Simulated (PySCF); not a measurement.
## Radial density of Xe (xenon, neutral)

r2SCANh, [Kr] 4d10 5s1 5p6 6s1, 6s spin antiparallel (an excited configuration). All numbers are calculated (PySCF 2.14, scalar relativity through the core potential, in aug-cc-pVDZ-PP with ECP28MDF). This is the valence pseudo-density: the core potential removes the inner electrons and smooths the orbitals near the nucleus.

```csv
r (bohr),4πr²ρ (e/bohr)
0.00125,1.356e-05
0.00210,3.817e-05
0.00353,0.0001064
0.00594,0.0002888
0.00998,0.0007301
0.0168,0.001554
0.0282,0.002466
0.0475,0.003293
0.0799,0.005887
0.134,0.04207
0.226,0.4885
0.380,6.686
0.640,28.58
1.08,13.07
1.81,5.354
3.04,1.587
5.12,0.08611
8.61,0.0002019
```

Energies and moments cover only the electrons outside the core potential. The outer electron is Rydberg-like, and this basis confines it to a smaller radius and binds it less than a complete one would. With the s spin flipped the determinant is a mixture of two multiplicities, not a spectroscopic state.
